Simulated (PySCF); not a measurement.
# Two-component Hartree-Fock for Os⁴⁰⁺ (osmium, charge +40)

Start: [Kr]. Calculated with PySCF 2.14 in an uncontracted even-tempered set (16 s from 4.8 bohr⁻², ratio 2.8; 14 p from 6.2 bohr⁻², ratio 2.8; 8 d from 11 bohr⁻², ratio 2.8; 4 f from 31 bohr⁻², ratio 3): generalised Hartree-Fock with the X2C-1e Hamiltonian and a Gaussian nucleus; one run each with spin-orbit coupling (SO) switched off, then screened by Boettger's factors.

```tsv
spinor shell	electrons	ε, spin-free (eV)	ε, screened SO (eV)	weight of nominal j (screened SO)	rms radius, screened SO (bohr)
1s1/2	2	-76120.0	-76095.3	1.000	0.0201
2s1/2	2	-14923.0	-14915.1	1.000	0.0809
2p1/2	2	-13240.0	-14338.7	1.000	0.0687
2p3/2	4	-13240.0	-12800.3	1.000	0.0763
3s1/2	2	-4885.6	-4882.9	1.000	0.204
3p1/2	2	-4379.4	-4629.5	1.000	0.196
3p3/2	4	-4379.4	-4277.0	1.000	0.210
3d3/2	4	-3820.0	-3864.2	1.000	0.184
3d5/2	6	-3820.0	-3788.3	1.000	0.188
4s1/2	2	-2214.4	-2213.5	1.000	0.431
4p1/2	2	-2023.3	-2101.5	1.000	0.426
4p3/2	4	-2023.3	-1991.1	1.000	0.451
```

```
   quantity     spin-free   screened SO
E (hartree)  -16239.76431  -16262.68513
        M_J             0             0
       ⟨J²⟩         0.000         0.000
       ⟨L²⟩         0.000         0.091
       ⟨S²⟩         0.000         0.091
```

Breit and QED terms are absent; they matter most for the inner s and p1/2 levels.

Densities and radii are taken from the X2C orbitals without a picture-change correction, which distorts them close to the nucleus.

Without spin-orbit coupling the j labels of p, d and f shells carry no meaning; the spin-free column gives the mean over the occupied spinors of each nl shell.
